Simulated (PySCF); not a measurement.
**One molecule, many functionals**

C₂H₃Ga.
Geometry (PBE0-D3(BJ)/def2-SVP, Å), atoms numbered from 1 in this order:
```
atom  x, y, z in Å
C1    -1.5790    0.1770    1.0391
C2    -0.5248    0.0710    0.4327
Ga3    1.1222   -0.1279   -0.5275
H4    -2.5062    0.2636    1.5790
H5     1.5473    1.0074   -1.5134
H6     1.9649   -1.4207   -0.2816
```

Linear-response calculations in the def2-SVPD basis (PySCF; singlets by full response, triplets Tamm–Dancoff, core orbitals frozen in the response; HF means time-dependent Hartree–Fock). 'Strongest' is the level of largest summed f among the singlets computed (10 roots, of which the last may lack a degenerate partner); it can jump between rows when another state enters that window. S1 is the lowest singlet of each run and needn't be the same state throughout; f(S1) is that of one state. Geometry: PBE0-D3(BJ)/def2-SVP; no solvent, vibrations or thermal averaging. Relativistic effects, spin–orbit coupling among them, are left out although an element past zinc is present.

```csv
functional,kind,S1 (eV),f(S1),strongest (eV),T1 (eV),HOMO (eV),gap (eV),"ionisation energy, ΔSCF (eV)"
LDA,LDA,3.87,0.000,6.92,3.69,-6.88,3.79,10.00
PBE,GGA,3.97,0.000,6.97,3.76,-6.75,3.92,9.84
B3LYP,"global hybrid, 20% exact exchange",4.24,0.000,7.12,4.02,-7.70,5.43,10.08
PBE0,"global hybrid, 25% exact exchange",4.42,0.000,7.30,4.14,-7.94,5.93,10.10
BHandHLYP,"global hybrid, 50% exact exchange",4.63,0.000,7.41,4.30,-8.98,7.76,10.13
CAM-B3LYP,range-separated hybrid,4.53,0.000,7.41,4.25,-9.27,8.17,10.29
wB97X-D,range-separated hybrid,4.59,0.000,7.50,4.37,-9.80,9.45,10.26
LC-wPBE,range-separated hybrid,4.93,0.000,7.92,4.45,-10.68,10.77,10.47
HF,Hartree–Fock,4.84,0.000,8.05,3.99,-10.63,11.53,not settled
```

S1 runs from 3.87 eV (LDA) to 4.93 eV (LC-wPBE), a spread of 1.06 eV, while the orbital gap spreads over 7.7 eV. Along PBE (0%), B3LYP (20%), PBE0 (25%), BHandHLYP (50%), HF (100%) S1 rises with the share of exact exchange. −ε(HOMO) comes closest to its own ΔSCF ionisation energy with LC-wPBE (+0.21 eV) and misses most with LDA (-3.11 eV). 'Not settled' means that the ion's SCF failed to converge or may have ended in another state than the lowest.
